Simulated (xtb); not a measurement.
xtb input:

```bash
xtb mol.xyz --gfn 2 --sp --chrg 0 --uhf 0
```
mol.xyz:
```
7

Si    -0.00789627    -0.00196085    -0.00193559
F     -0.45682632    -1.01872183    -1.13076924
F     -0.66596914    -0.52983103     1.33395753
F     -0.63343346     1.39171069    -0.40516989
N      1.64534982     0.16650794     0.21106221
H      2.19308874    -0.49234759     0.73821720
H      2.20607038     0.76582368    -0.37072016
```

Problem. What final total energy does it print?

Solution. -20.06831 Eh (GFN2-xTB).
